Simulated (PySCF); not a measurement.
This PySCF input asks for the NMR shieldings of SMILES CC(=O)n1cc(C)nn1, C₅H₇N₃O; the geometry comes from GFN2-xTB.

```python
import basis_set_exchange as bse
import numpy as np
from pyscf import gto, dft
from pyscf.prop import nmr

atoms = """
C    -2.923171   -0.009090    0.344466
C    -1.820664   -0.187382   -0.647692
O    -1.932264   -0.548694   -1.786610
N    -0.552992    0.116350   -0.122088
C     0.656122    0.056535   -0.761383
C     1.569548    0.448695    0.181973
C     3.042193    0.585511    0.087956
N     0.878493    0.721208    1.326606
N    -0.356152    0.526336    1.145699
H    -3.873314   -0.257798   -0.118724
H    -2.931893    1.019261    0.698524
H    -2.743382   -0.646767    1.207110
H     0.740623   -0.245661   -1.782634
H     3.335497    1.610764    0.305851
H     3.380089    0.317486   -0.909213
H     3.523669   -0.061617    0.818747
"""
names = dict.fromkeys(["C", "O", "N", "H"], "pcSseg-1")
basis = {el: gto.basis.parse(bse.get_basis(n, elements=[el], fmt="nwchem")) for el, n in names.items()}
mol = gto.M(atom=atoms, basis=basis, charge=0, verbose=0)
mf = dft.RKS(mol, xc="PBE0")
mf.grids.level = 2
mf.grids.alignment = dft.numint.BLKSIZE   # the property module wants whole blocks of grid points
mf.conv_tol = 1e-9
mf.kernel()

calc = nmr.RKS(mf)   # GIAO
C = mf.mo_coeff
Co = C[:, mf.mo_occ > 0]
resp = mf.gen_response(singlet=True, hermi=2)
def vind(x):   # induced exchange potential for any number of trial vectors
    d = np.einsum("pi,xij,qj->xpq", C, 2 * x.reshape(-1, C.shape[1], Co.shape[1]), Co, optimize=True)
    return np.einsum("xpq,pi,qj->xij", resp(d - d.transpose(0, 2, 1)), C, Co, optimize=True).ravel()
mo1, _ = nmr.rhf.solve_mo1(calc, with_cphf=vind)
sigma = calc.kernel(mo1)
for i, s in enumerate(sigma):   # ppm
    w = np.linalg.eigvalsh((s + s.T) / 2)
    print("%2d %-2s iso %8.1f  s11 %8.1f  s22 %8.1f  s33 %8.1f" % (i, mol.atom_pure_symbol(i), w.mean(), *w))
```

**Question.** Give the expected output.

**Answer.** 
```
 0 C  iso    161.9  s11    147.7  s22    150.8  s33    187.1
 1 C  iso     13.0  s11   -102.5  s22     58.7  s33     82.8
 2 O  iso   -179.9  s11   -589.2  s22   -262.6  s33    312.2
 3 N  iso    -37.1  s11   -122.5  s22    -59.4  s33     70.7
 4 C  iso     60.5  s11    -22.2  s22     54.6  s33    149.1
 5 C  iso     37.8  s11    -34.3  s22     32.3  s33    115.4
 6 C  iso    173.6  s11    163.9  s22    169.1  s33    187.9
 7 N  iso   -139.6  s11   -414.8  s22   -175.5  s33    171.6
 8 N  iso   -139.1  s11   -416.1  s22   -115.7  s33    114.5
 9 H  iso     29.5  s11     25.4  s22     28.1  s33     34.9
10 H  iso     28.5  s11     24.4  s22     28.0  s33     33.1
11 H  iso     28.5  s11     24.4  s22     28.0  s33     33.1
12 H  iso     23.6  s11     20.8  s22     23.0  s33     27.1
13 H  iso     29.0  s11     24.8  s22     26.8  s33     35.2
14 H  iso     29.4  s11     24.2  s22     28.9  s33     35.2
15 H  iso     29.0  s11     24.8  s22     26.8  s33     35.2
```

These numbers come from an equivalent density-fitted implementation of the same equations, which agrees with the script to about 0.01 ppm for H and up to a few tenths of a ppm for heavy atoms, so last digits may differ.

**Question.** Turn these shieldings into chemical shifts. Scale: ¹³C (σ = 186.93 ppm), ¹H (σ = 31.72 ppm) vs TMS; ¹⁷O (σ = 336.08 ppm) vs H2O; NH3 for ¹⁵N (σ = 267.73 ppm) (reference shieldings calculated alike).

**Answer.** Averaging equivalent atoms: C 1: 173.9; C 5: 149.1; C 4: 126.4; C 0: 25.0; C 6: 13.3; O 2: 515.9; N 7: 407.3; N 8: 406.9; N 3: 304.8; H 12: 8.08; H 9/10/11: 2.90; H 13/14/15: 2.59 ppm. Unscaled 17O shifts of doubly bonded oxygen tend to come out too high, by tens of ppm or more. Experimental scales use liquid or dissolved standards, which lie at an offset from isolated NH3 (liquid NH3: subtract about 20 ppm) and H2O (liquid H2O: subtract about 36 ppm). Unscaled 15N shifts of sp2 nitrogen come out 20 to 40 ppm too high even then.

Size and cost of the density-fitted run: 188 basis functions, 32 s wall time on 1 thread of an Intel Xeon Platinum 8488C, shared host; peak memory 0.82 GiB.
